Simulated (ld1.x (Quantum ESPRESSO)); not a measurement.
Rh (Z = 45): variants of one TM potential

Base potential:

Rh, norm-conserving Troullier–Martins (Kleinman–Bylander form), made with ld1.x (Quantum ESPRESSO) 7.5 (PBE, fully relativistic). Core [Ar] 3d10 4s2, reference 4p6 4d9 5s0 5p0. Waves: 5s (bound, empty): rc 2.80 bohr; 4p (bound): rc 1.45 bohr; 4d (bound): rc 1.55 bohr. Local part: all-electron potential smoothed inside 2.50 bohr (lloc = -1). Core correction: Bessel-smoothed model core, default radius (core density twice the valence density).

Open shells are filled in proportion to 2j + 1 (rel_dist='average').

Cutoffs, loose and tight: the cutoffs (Ry, on a coarse ladder) from which the occupation-weighted sum of valence levels, in a spherical-Bessel basis at the reference potential, stays within 10 and 1 mRy of its value at 400 Ry. They do not see the model core or the augmentation charge, which bear on the density cutoff. Test errors are all-electron minus pseudo excitation energies from the reference, over the configurations 4p6 4d8 5s1 5p0; 4p6 4d8 5s0 5p0; 4p6 4d7 5s0 5p0; 4p6 4d8 5s0 5p1; 4p6 4d8.5 5s0.5 5p0; 4p6 4d5 5s0 5p0; 4p6 4d7 5s1 5p0. A dash means not determined; rows that change the core or the reference have their own tests.

The default core radius of the base comes out at 0.67 bohr.

| change | outcome | cutoff, loose | cutoff, tight | bound ghosts | largest test error (meV) |
| --- | --- | --- | --- | --- | --- |
| base | generated | 70 Ry | 110 Ry | none | -573 |
| core correction Bessel-smoothed model core inside 0.78 bohr | generated | 70 Ry | 110 Ry | none | -573 |
| functional BP86 | generated | 70 Ry | 110 Ry | none | -557 |
| wave 4d (bound): rc 1.55 bohr becomes 4d (bound): rc 1.96 bohr | generated | 60 Ry | 100 Ry | none | -525 |
| wave 5s (bound): rc 2.80 bohr becomes 5s (bound): rc 2.82 bohr | generated | 70 Ry | 110 Ry | none | -573 |
| local potential all-electron potential smoothed inside 3.36 bohr (lloc = -1) | generated | 70 Ry | 110 Ry | none | -1236 |
| scalar-relativistic | generated | 70 Ry | 110 Ry | none | -586 |
| core [Ar] 3d10, valence charge 17; reference 4s2 4p6 4d7 5s0 5p0; waves now 4p (bound): rc 1.70 bohr; 4d (bound): rc 1.15 bohr; 4s (bound): rc 1.45 bohr; local potential the s channel; core correction Bessel-smoothed model core inside 0.65 bohr | generated | 80 Ry | 110 Ry | none | +1801 |
